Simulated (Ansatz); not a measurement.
Mulliken charges of CH4BBrO2, SMILES `COB(O)Br` from PBE/def2-TZVPP in Ansatz (PBE0-D4/def2-TZVP geometry).

| atom | x (Å) | y (Å) | z (Å) | charge (e) |
| --- | --- | --- | --- | --- |
| C1 | 0.009 | -0.925 | -1.146 | -0.135 |
| O2 | 0.464 | -0.596 | 0.151 | -0.218 |
| B3 | 0.111 | 0.503 | 0.827 | 0.218 |
| O4 | 0.617 | 0.701 | 2.063 | -0.225 |
| Br5 | -1.117 | 1.824 | 0.066 | -0.183 |
| H6 | 0.294 | -0.156 | -1.867 | 0.110 |
| H7 | -1.077 | -1.041 | -1.162 | 0.110 |
| H8 | 0.477 | -1.869 | -1.420 | 0.118 |
| H9 | 0.310 | 1.512 | 2.472 | 0.206 |

Task: By hand: the dipole of these point charges (1 e Å = 4.8032 D).

Result: Σ q r = (0.021, -0.168, -0.166) e Å, of length 0.237 e Å = 1.14 D.

Task: How does the dipole of the full density compare? (Best estimate.)

Result: Computed: (-0.065, 0.001, -0.126) e Å, 0.68 D; the point charges give 1.68 times that, at 55° from its direction.

Point charges leave out the atoms' own dipoles, such as those of lone pairs, and Mulliken's split depends on the basis, so the two needn't agree.
